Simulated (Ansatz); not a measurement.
Job for Ansatz (a first-principles code): R-CCSD(T)/cc-pV(D+d)Z on AlFH4Si (SMILES [F][AlH][SiH3]), a point of a torsion scan. Files ending in .json are basis or fitting sets from the Basis Set Exchange.

Ansatz 0.2 input:
```yaml
crystal:
  periodic: [false, false, false]
  atoms:
    - {symbol: F, position_ang: [2.35949365, -1.26557037, -0.03952662]}
    - {symbol: Al, position_ang: [1.36597905, 0.05552154, 0.01098333]}
    - {symbol: Si, position_ang: [-1.04509317, -0.04999658, -0.01658982]}
    - {symbol: H, position_ang: [2.25015906, 1.32823771, 0.08832887]}
    - {symbol: H, position_ang: [-1.54686092, -1.38340647, 0.38846753]}
    - {symbol: H, position_ang: [-1.66837600, 0.20052260, -1.33326477]}
    - {symbol: H, position_ang: [-1.70973825, 0.90455378, 0.89287212]}
basis:
  gaussian:
    orbitals: cc-pV_D+d_Z.json
magnetization: {spin_polarized: false}
correlation: {method: ccsd_t, electrons: outside_noble_gas}
scf: {lower_state_search: off}
```

Output:

```
WARN ansatz: RAYON_NUM_THREADS=1 ignored (pool sized by the plan → 1); use --threads N
Functional definition: HF
these checks for a lower state are left out or cut short: stability, starts, cluster_reference, orbital_swaps, neighbouring_geometries, increment
integrals: 0.07 GiB planned
802 factors; integrals over basis functions are off by at most 9.9e-4 eV
mean field: 0.19 GiB planned
mean field evaluation 1: about -17214.0290 eV, gradient 3.0e1 eV
mean field evaluation 2: about -17214.0531 eV, gradient 3.0e1 eV
mean field evaluation 4: about -17216.2425 eV, gradient 2.2e0 eV
mean field evaluation 8: about -17216.2816 eV, gradient 9.6e-2 eV
mean field -17216.28162964 eV, -632.6866802745 hartree, gradient 4.8e-7 eV, S^2 0.000000; 0 other end points of the search recorded, 0 dependent functions left out
11 core orbitals not correlated
reference -17216.28162964 eV, -632.6866802745 hartree; 9, 9 occupied and 60, 60 virtual orbitals, 802 factors
second order -9.66980824 eV of doubles, -0.00000000 eV of singles
coupled cluster: 0.19 GiB planned
cycle   1  -10.31543776 eV  change   -6.5e-1 eV  update   9.1e-2
cycle   2  -10.65688447 eV  change   -3.4e-1 eV  update   2.9e-2
cycle   3  -10.74809422 eV  change   -9.1e-2 eV  update   1.7e-2
cycle   4  -10.74302968 eV  change    5.1e-3 eV  update   4.1e-3
cycle   5  -10.74129617 eV  change    1.7e-3 eV  update   1.7e-3
cycle   6  -10.74155469 eV  change   -2.6e-4 eV  update   4.6e-4
cycle   7  -10.74140190 eV  change    1.5e-4 eV  update   1.5e-4
cycle   8  -10.74135164 eV  change    5.0e-5 eV  update   5.1e-5
cycle   9  -10.74137717 eV  change   -2.6e-5 eV  update   1.7e-5
cycle  10  -10.74138349 eV  change   -6.3e-6 eV  update   6.5e-6
perturbative correction -0.19881309 eV, -0.0073062463 hartree
Total energy: -17227.22182622 eV, -633.0887250833 hartree
Checks for a lower state left out: stability, starts, cluster_reference, orbital_swaps, neighbouring_geometries, increment
```

The calculation finished and met its thresholds.

Cost: roughly 1.9 core-seconds.
